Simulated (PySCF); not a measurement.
# Name the molecule from its bond curve

A diatomic of charge -1 contains Ge. Its triplet curve at PBE0 in a double-zeta basis (scalar-relativistic core potentials, PySCF), in eV from the separated fragments:

```json
{"R (Å)": "1.621", "E (eV)": "-2.228"}
{"R (Å)": "1.696", "E (eV)": "-2.651"}
{"R (Å)": "1.772", "E (eV)": "-2.873"}
{"R (Å)": "1.828", "E (eV)": "-2.948"}
{"R (Å)": "1.885", "E (eV)": "-2.965"}
{"R (Å)": "1.942", "E (eV)": "-2.940"}
{"R (Å)": "2.017", "E (eV)": "-2.859"}
{"R (Å)": "2.111", "E (eV)": "-2.712"}
{"R (Å)": "2.224", "E (eV)": "-2.498"}
{"R (Å)": "2.375", "E (eV)": "-2.196"}
```

The fit gives ωe = 497 cm⁻¹ and the rotational constant Bₑ = 0.3166 cm⁻¹.

Q: Which atom is the partner?

A: The minimum lies at 1.877 Å, so the reduced mass is 16.8576 u Å² cm⁻¹/(Bₑ·Re²) = 15.11 u. With Ge at 73.92 u the partner weighs about 19.0 u: F. The molecule is GeF⁻.

Spin–orbit coupling is left out. The highest Kohn–Sham level is positive in this anion. Much of that is self-interaction error, but it also means that the finite basis helps to hold the extra electron. The state is the lowest determinant that a PBE0 search found; another state may lie lower at other levels.
